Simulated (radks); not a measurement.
Question: Te V, configuration [Kr] 4d10 5s2 (the NIST ground configuration). Calculated with a radial shooting solver on a logarithmic mesh with Libxc functionals: scalar-relativistic Kohn-Sham, LDA (Slater exchange, Perdew-Wang correlation), spin-polarised, spherical densities, finite nucleus; Fermi nuclear charge, rms radius 4.7423 fm. Some entries of the table are withheld. Estimate them.

orbital,occ.,eigenvalue (eV),<r> (bohr)
1s,2,(1),(2)
2s,2,-4889.596,0.1200
2p,6,-4396.681,(3)
3s,2,-1007.627,0.3226
3p,6,-847.3358,0.3206
3d,10,-604.1661,(4)
4s,2,-207.4119,0.7639
4p,6,(5),0.8195
4d,10,-84.7443,0.9608
5s,2,(6),1.861

Answer: 
(1) 1s eigenvalue (eV): -31635.58
(2) 1s <r> (bohr): 0.02784
(3) 2p <r> (bohr): 0.1048
(4) 3d <r> (bohr): 0.2969
(5) 4p eigenvalue (eV): -157.5544
(6) 5s eigenvalue (eV): -53.7704
